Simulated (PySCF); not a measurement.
Computed NMR parameters against published values

Bonds (- single, = double, # triple, : aromatic): C1-S2 1.815 Å, S2-C3 1.760 Å, C3:C4 1.395 Å, C4:C5 1.381 Å, C5:N6 1.324 Å, N6:C7 1.320 Å, C7:C8 1.386 Å, C8:C3 1.390 Å. C1 carries H9, H10, H11; C4 carries H12; C5 carries H13; C7 carries H14; C8 carries H15.

PySCF calculation with shielding tensors at PBE0/pcSseg-1 (GIAO) and geometry from GFN2-xTB; a single conformation, relativity neglected, in vacuum, rapidly exchanging positions averaged.

Reference values: estimated from measurements, as parent shift plus tabulated substituent increment (solution, not stated per compound (mostly CDCl3 or CCl4); Pretsch, Buehlmann, Badertscher, Structure Determination of Organic Compounds, 4th ed. (2009)).
```
atoms  quantity  reference  computed  computed, scaled
   C3     δ ¹³C      150.5     158.6             152.9
C5/C7     δ ¹³C      149.9     155.0             149.4
C4/C8     δ ¹³C      120.4     122.6             117.7
```

Computed shifts are σ(ref) − σ with the named reference compound (TMS for H and C) calculated as an isolated molecule at the same level. The measured values may be among those fitted. Scaled to experiment by linear calibration (H and C: mostly CDCl3 data, vs TMS): ¹³C (scatter 2.1 ppm rms, 2.3 ppm with the 2 outliers that the fit left out). Occasional misses reach two or three times the rms, and more in compound classes unlike the fitted ones.

Q: How far are the unscaled ¹³C shifts from the references?

A: Mean signed difference +5.13 ppm, mean absolute 5.13 ppm over 3 comparisons; the largest is +8.1 ppm at C3 (aromatic carbon bearing sulfur).
